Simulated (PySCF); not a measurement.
## A small calculation by hand: oscillator strength and radiative lifetime

ClH6InSi2, SMILES [SiH3][In]([SiH3])[Cl].

The structure is a stationary point at PBE-D3(BJ)/def2-SVP. The structure was generated by enumeration; whether it is a known compound was not checked. The def2 effective core potentials stand for the cores of In; spin–orbit coupling is left out.

TDA-PBE/def2-SVPD (PySCF 2.14.0) puts the first singlet state with f over 0.02 at 4.52 eV (vertical), with the transition dipole (-0.362, -0.268, -0.031) in atomic units.

Q: Find the oscillator strength, the wavelength and the radiative lifetime that this transition would have in vacuum if emission retraced absorption.

A: 
|μ|² = 0.2038 au, so |μ| = 1.15 D. ΔE = 4.52/27.211 = 0.1661 hartree. f = (2/3) ΔE |μ|² = 0.023 (the program prints 0.023).
λ = 1239.84/4.52 = 274 nm; ν = 36456 cm⁻¹.
Einstein's coefficient A = 0.6670 ν² f s⁻¹ (ν in cm⁻¹) = 2.0e7 s⁻¹, so τ = 1/A = 50 ns. This state is S3; the lower singlets have f = 0.000, 0.000. The figure is the radiative limit of this one transition; relaxation, internal conversion, crossing to triplets and a medium change what is measured.
